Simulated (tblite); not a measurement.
C6H9BCl2O.
Numbering: `[CH3:1][CH2:2][C:3](=[O:4])[CH2:5]/[CH:6]=[CH:7]/[B:8]([Cl:9])[Cl:10]` (hydrogens: H11, H12, H13 on C1; H14, H15 on C2; H16, H17 on C5; H18 on C6; H19 on C7)

Computed with GFN2-xTB (tblite), gas phase: L-BFGS steps from a force-field or distance-geometry start until the largest atomic force falls under 0.01 eV/Å.

Geometry at step 6:
```
atom  x, y, z in Å
C1     -3.0229   -0.5015   -0.9841
C2     -1.7510   -0.7480   -0.1830
C3     -1.1163    0.5749    0.1793
O4     -1.5549    1.6146   -0.2205
C5      0.1519    0.5941    1.0231
C6      1.2908   -0.0054    0.2939
C7      2.3932    0.6804   -0.0166
B8      3.6900    0.0363   -0.5037
Cl9     5.1451    0.9467   -0.5666
Cl10    3.7637   -1.6412   -0.8297
H11    -2.8578    0.3401   -1.6577
H12    -3.8622   -0.2476   -0.3392
H13    -3.2777   -1.3814   -1.5690
H14    -1.9494   -1.3578    0.7022
H15    -1.0533   -1.3142   -0.8144
H16     0.3682    1.6547    1.2096
H17    -0.0147    0.0954    1.9810
H18     1.2122   -1.0339   -0.0115
H19     2.4353    1.7029    0.3146
```

Question: What forces act on the atoms?

Answer: 
```tsv
atom	Fx (eV/Å)	Fy (eV/Å)	Fz (eV/Å)
C1	-0.143	-0.019	-0.109
C2	0.108	-0.132	-0.114
C3	0.033	-0.249	0.012
O4	-0.224	0.480	-0.129
C5	-0.121	0.271	0.121
C6	-0.078	-0.033	-0.001
C7	0.121	-0.003	0.360
B8	0.196	0.003	-0.122
Cl9	0.129	0.094	-0.061
Cl10	0.039	-0.312	-0.146
H11	-0.063	-0.138	-0.003
H12	0.075	-0.026	0.000
H13	-0.077	0.017	0.027
H14	0.083	0.132	0.019
H15	0.065	0.150	0.177
H16	-0.023	-0.178	0.104
H17	-0.033	-0.154	-0.124
H18	-0.080	-0.242	0.053
H19	-0.008	0.338	-0.063
```

The largest, 0.55 eV/Å, acts on O4; the rms over all components is 0.150 eV/Å. The forces sum to zero within rounding, as they must for an isolated molecule in no field.

Question: Give the force on O4 in Eh/bohr and in nN.

Answer: 0.545 eV/Å ÷ 51.422 = 0.01060 Eh/bohr, and 0.545 eV/Å × 1.602 = 0.87 nN.

Question: How far is this geometry from the end of the optimisation?

Answer: 0.151 eV above it, and 0.304 Å rms away after alignment. The bonds farthest from their final lengths, with half the difference of the two atoms' forces along the bond (positive lengthens):

| bond | now (Å) | final (Å) | force along bond (eV/Å) |
| --- | --- | --- | --- |
| B8–Cl10 | 1.710 | 1.726 | +0.15 |
| C7–B8 | 1.528 | 1.543 | +0.11 |
| C3–C5 | 1.523 | 1.535 | -0.03 |
| C7–H19 | 1.076 | 1.084 | +0.09 |
| C5–H16 | 1.098 | 1.091 | -0.21 |
| C5–C6 | 1.479 | 1.487 | +0.11 |

The angle farthest from its final value is C2–C3–C5, 119.6° against 115.0°.

Of the 3 listed bonds off by 0.010 Å or more, this force points towards the final length in 2.

The cost below is that of the whole relaxation. The run took 1.7 s wall on an Arm Neoverse N1 with one thread, shared host with 64 logical CPUs at a one-minute load of 31.
